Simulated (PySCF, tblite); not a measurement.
Compound: C6H16N2Si.
Numbering: `[CH3:1][N:2]([NH:3][SiH:4]([CH3:5])[CH3:6])[CH:7]1[CH2:8][CH2:9]1` (hydrogens: H10, H11, H12 on C1; H13 on N3; H14 on Si4; H15, H16, H17 on C5; H18, H19, H20 on C6; H21 on C7; H22, H23 on C8; H24, H25 on C9)

The geometry is computed with GFN2-xTB (gas phase).

Some entries are withheld. Bonds in one row agree within 0.01 Å.

| coordinate | value |
| --- | --- |
| C1–N2 | 1.450 Å |
| N2–N3 | ? |
| N3–Si4 | ? |
| Si4–C5 | 1.911 Å |
| Si4–C6 | 1.897 Å |
| N2–C7 | 1.434 Å |
| C7–C8, C7–C9 | 1.498 Å |
| C8–C9 | ? |
| C1–H10, C1–H12 | 1.088 Å |
| C1–H11 | 1.102 Å |
| N3–H13 | 1.018 Å |
| Si4–H14 | 1.471 Å |
| C5–H15 and 5 like bonds | 1.086 Å |
| C7–H21 | 1.094 Å |
| C8–H22, C9–H24 | 1.078 Å |
| C8–H23, C9–H25 | 1.079 Å |
| C1–N2–N3 | 112.1° |
| C1–N2–C7 | ? |
| N3–N2–C7 | 110.2° |
| N2–N3–Si4 | 120.9° |
| N3–Si4–C5 | ? |
| N3–Si4–C6 | ? |
| C5–Si4–C6 | 108.5° |
| N2–C7–C8 | 117.3° |
| C8–C7–C9 | ? |
| C7–C8–C9 | 60.0° |

**Question.** Estimate the withheld lengths and angles.

**Answer.** 
- N2–N3 = 1.411 Å, drawn single (both ends hydrazine nitrogen); 0.01 Å below the sum of covalent radii, 1.42 Å.
- N3–Si4 = 1.728 Å, drawn single (hydrazine nitrogen to SiH silicon); 0.09 Å below the sum of covalent radii, 1.82 Å.
- C8–C9 = 1.497 Å, drawn single (both ends three-membered-ring carbon); 0.02 Å below the sum of covalent radii, 1.52 Å.
- C1–N2–C7 = 112.0°, at the hydrazine nitrogen; the outer atoms are 2.391 Å apart.
- N3–Si4–C5 = 115.9°, at the SiH silicon; the outer atoms are 3.085 Å apart.
- N3–Si4–C6 = 107.0°, at the SiH silicon; the outer atoms are 2.916 Å apart.
- C8–C7–C9 = 60.0°, at the sp3 carbon bound to nitrogen, inside a 3-membered ring; the outer atoms are 1.497 Å apart.

Radii are Cordero's, carbon taken as 0.76, 0.73 or 0.69 Å for four, three, and two or fewer neighbours.

Its GFN2-xTB frequencies are all real (lowest 24 cm⁻¹). One conformer, not necessarily the lowest (C1–N2–N3–Si4 96°, N2–N3–Si4–C5 -74°, C1–N2–C7–C8 -156°).
